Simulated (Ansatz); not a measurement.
Stepwise reaction of `N[SiH2]C[SiH](N)Cl` with hydrogen, as a gas-phase model of exchange steps in deposition or etching. ΔE in kJ/mol.

Computed with Ansatz on PBE0-D4/def2-TZVP structures; ΔE is electronic, products minus reactants. CCSD(T)/CBS is the MP2 limit (def2-TZVPP, def2-QZVPP) plus CCSD(T) − MP2 in def2-TZVPP, frozen cores. This one scheme is used for every species. Functionals use def2-TZVPP. B3LYP here is the variant with VWN-RPA as its local correlation; programs differ in this. One conformer a species, not always the lowest.

| step | reaction | PBE-D4 | B3LYP-D4 | ωB97M-V | CCSD(T)/CBS |
| --- | --- | --- | --- | --- | --- |
| 1 | `N[SiH2]C[SiH](N)Cl` + H₂ → `N[SiH2]C[SiH2]Cl` + NH₃ | 59.1 | 61.0 | 61.0 | 57.4 |
| 2 | `N[SiH2]C[SiH2]Cl` + H₂ → `[SiH3]C[SiH2]Cl` + NH₃ | 24.4 | 27.8 | 29.1 | 28.3 |

Question: By hand: ΔE of the 2 steps together at CCSD(T)/CBS.

Answer: (57.4) + (28.3) = 85.7 kJ/mol, or 42.9 kJ/mol a step.

In ΔE each step is lower than the one before. All are uphill at CCSD(T)/CBS. PBE-D4 differs from CCSD(T)/CBS by -3.9 to 1.7 kJ/mol a step. Isolated molecules leave out the surface, adducts and barriers. Largest T1 diagnostic: 0.010.
